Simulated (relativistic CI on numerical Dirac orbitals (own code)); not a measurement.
Electric-dipole lines of Pr V

These numbers are calculated, not measured: Dirac-Coulomb-Breit CI, orbitals from a KLI potential per configuration, model QED (radiative potential, 1s self-energy scaled to tabulated hydrogen-like ionisation energies), valence Slater integrals scaled by 0.85, P86 correlation energy added to each configuration (own radial code, finite nucleus).

CI space (outside the closed core [Kr] 4d10): 4f5s²5p⁶, 5s²5p⁶5d, 4f5s²5p⁵5d, 4f²5s²5p⁵, 5s²5p⁶6s, 5s²5p⁶6p, 4f5s²5p⁵5f, 4f5s5p⁶5d, 5s²5p⁶6d, 4f5s²5p⁵5g, 4f5s²5p⁵6s, 5s²5p⁶7s, 5s²5p⁶5f. Double excitations out of closed p, d and f shells are left out; levels of such configurations are missing from the list, as are those of other unlisted configurations, and high levels can miss mixing partners.

```tsv
λ vac (Å)	Lower	Upper	A (s⁻¹)	log gf	S velocity/length
365.71	4f5s²5p⁶ ²F°5/2 [1]	4f5s²5p⁵5d ²F5/2 [200]	1.47e+11	1.25	0.57
369.59	4f5s²5p⁶ ²F°7/2 [2]	4f5s²5p⁵5d ²F5/2 [200]	2.52e+09	-0.51	0.61
374.51	4f5s²5p⁶ ²F°7/2 [2]	4f5s²5p⁵6s ²D5/2 [199]	1.71e+09	-0.67	0.89
377.71	4f5s²5p⁶ ²F°7/2 [2]	4f5s²5p⁵6s ⁴F9/2 [196]	1.42e+09	-0.52	0.91
378.35	4f5s²5p⁶ ²F°5/2 [1]	4f5s²5p⁵6s ²F7/2 [195]	1.91e+09	-0.48	0.92
385.78	4f5s²5p⁶ ²F°7/2 [2]	4f5s²5p⁵6s ²D5/2 [193]	3.27e+09	-0.36	0.88
386.55	4f5s²5p⁶ ²F°5/2 [1]	4f5s²5p⁵6s ⁴G7/2 [190]	2.27e+09	-0.39	0.85
388.53	4f5s²5p⁶ ²F°7/2 [2]	4f5s²5p⁵6s ²G9/2 [192]	3.92e+09	-0.05	0.85
390.26	4f5s²5p⁶ ²F°5/2 [1]	4f5s²5p⁵6s ²D3/2 [187]	4.40e+09	-0.40	0.88
417.35	4f5s²5p⁶ ²F°7/2 [2]	4f5s²5p⁵5d ²H9/2 [179]	1.59e+09	-0.38	0.50
440.04	4f5s²5p⁶ ²F°5/2 [1]	4f5s²5p⁵5d ²F5/2 [154]	1.13e+09	-0.71	0.64
441.48	4f5s²5p⁶ ²F°7/2 [2]	4f5s²5p⁵5d ²F5/2 [158]	2.10e+09	-0.43	0.49
441.58	4f5s²5p⁶ ²F°5/2 [1]	4f5s²5p⁵5d ²G7/2 [153]	9.52e+08	-0.65	0.50
445.62	4f5s²5p⁶ ²F°5/2 [1]	4f5s²5p⁵5d ²D3/2 [149]	3.35e+09	-0.40	0.47
450.71	4f5s²5p⁶ ²F°7/2 [2]	4f5s²5p⁵5d ⁴G5/2 [150]	1.24e+09	-0.65	0.49
453.06	4f5s²5p⁶ ²F°7/2 [2]	4f5s²5p⁵5d ²H9/2 [147]	2.73e+09	-0.08	0.52
458.54	4f5s²5p⁶ ²F°5/2 [1]	4f5s²5p⁵5d ⁴H7/2 [143]	2.92e+09	-0.13	0.52
459.25	4f5s²5p⁶ ²F°5/2 [1]	4f5s²5p⁵5d ⁴G5/2 [142]	1.60e+09	-0.52	0.52
459.62	4f5s²5p⁶ ²F°7/2 [2]	4f5s²5p⁵5d ⁴G7/2 [146]	3.11e+09	-0.10	0.51
460.28	4f5s²5p⁶ ²F°7/2 [2]	4f5s²5p⁵5d ²H9/2 [145]	4.97e+08	-0.80	0.55
463.32	4f5s²5p⁶ ²F°5/2 [1]	4f5s²5p⁵5d ²F5/2 [137]	1.53e+09	-0.53	0.54
469.45	4f5s²5p⁶ ²F°7/2 [2]	4f5s²5p⁵5d ²G9/2 [138]	4.87e+08	-0.79	0.54
863.42	5s²5p⁶5d ²D5/2 [18]	5s²5p⁶6p ²P°3/2 [164]	3.22e+09	0.16	0.73
884.59	5s²5p⁶5d ²D3/2 [12]	5s²5p⁶6p ²P°1/2 [151]	3.62e+09	-0.07	0.72
1134.1	4f²5s²5p⁵ ⁴I°11/2 [8]	4f5s²5p⁵5d ⁴H9/2 [104]	2.97e+08	-0.24	0.89
1142.1	4f²5s²5p⁵ ⁴H°13/2 [25]	4f5s²5p⁵5d ⁴G11/2 [127]	2.55e+08	-0.22	0.88
1147.0	4f²5s²5p⁵ ⁴I°13/2 [7]	4f5s²5p⁵5d ⁴H11/2 [101]	5.08e+08	0.08	0.91
1152.4	4f²5s²5p⁵ ²I°11/2 [20]	4f5s²5p⁵5d ²H9/2 [120]	2.84e+08	-0.25	0.95
1155.1	4f²5s²5p⁵ ⁴I°15/2 [9]	4f5s²5p⁵5d ⁴H13/2 [99]	5.75e+08	0.21	0.92
1156.4	4f²5s²5p⁵ ⁴H°13/2 [25]	4f5s²5p⁵5d ²I11/2 [123]	2.65e+08	-0.20	0.95
1160.1	4f²5s²5p⁵ ⁴G°5/2 [3]	4f5s²5p⁵5d ⁴F3/2 [76]	4.91e+08	-0.40	1.27
1174.2	4f²5s²5p⁵ ⁴G°11/2 [29]	4f5s²5p⁵5d ⁴F9/2 [129]	3.86e+08	-0.10	0.97
1178.2	4f²5s²5p⁵ ⁴G°7/2 [4]	4f5s²5p⁵5d ⁴F5/2 [78]	2.63e+08	-0.48	1.21
1179.8	4f²5s²5p⁵ ⁴I°9/2 [15]	4f5s²5p⁵5d ²G7/2 [103]	2.36e+08	-0.41	0.97
1182.6	4f²5s²5p⁵ ⁴G°9/2 [5]	4f5s²5p⁵5d ⁴F7/2 [83]	2.43e+08	-0.39	1.11
1195.0	4f²5s²5p⁵ ⁴G°11/2 [6]	4f5s²5p⁵5d ⁴F9/2 [86]	3.05e+08	-0.19	1.12
1205.9	4f²5s²5p⁵ ⁴I°13/2 [7]	4f5s²5p⁵5d ⁴I13/2 [90]	9.55e+07	-0.54	1.00
1211.4	4f²5s²5p⁵ ⁴I°15/2 [9]	4f5s²5p⁵5d ⁴I15/2 [89]	1.02e+08	-0.44	1.03
1220.1	4f²5s²5p⁵ ⁴G°11/2 [6]	4f5s²5p⁵5d ⁴G11/2 [85]	1.36e+08	-0.44	1.05
1222.6	4f²5s²5p⁵ ⁴G°9/2 [5]	4f5s²5p⁵5d ⁴G9/2 [77]	1.24e+08	-0.55	1.10
1232.9	4f²5s²5p⁵ ⁴G°7/2 [4]	4f5s²5p⁵5d ⁴G7/2 [75]	1.09e+08	-0.70	1.11
1273.6	4f²5s²5p⁵ ²I°13/2 [65]	4f5s²5p⁵5d ²H11/2 [180]	5.49e+08	0.20	0.95
1295.5	4f²5s²5p⁵ ²K°13/2 [45]	4f5s²5p⁵5d ²I11/2 [140]	5.16e+08	0.19	0.94
1314.8	4f²5s²5p⁵ ²K°15/2 [35]	4f5s²5p⁵5d ²I13/2 [124]	3.92e+08	0.15	0.94
2007.4	5s²5p⁶6s ²S1/2 [74]	5s²5p⁶6p ²P°3/2 [164]	7.83e+08	0.28	0.90
```

Terms are leading LS components. Brackets give the number of a level in order of energy, since labels repeat. The list gives strong lines, with weight on those to low levels, among the lowest 200 of 562 levels, so that lines to higher ones, which can be the strongest, are missing. Levels whose partners in the same complex of configurations lie outside the list can be far off, and so can their lines. Rates are taken at the computed energies, electric ones in the length gauge. A velocity-to-length ratio far from 1 marks an uncertain rate.

At this charge configurations can still be misplaced by up to about 7 % of their energy. Levels and lines within the n = 5 or 6 shells can be off by up to 10 % or somewhat more, and those that change n by about 2 %, since core polarisation is missing. 5 of the 5 excited levels that our extract of the measured tables holds in this range could be paired (the sources list more); they are missed by 1952 cm⁻¹ on average and 2859 at most, and levels without a partner can miss by more. Levels that differ in their count of f electrons can be misplaced by several ten thousand cm⁻¹, since the correlation energy of f electrons is missing or only estimated; rates across such gaps can be off by orders of magnitude.

LS names give the leading component of a level, which can be under half, so a name can repeat, a term be missing and a line seem to break the LS rules.
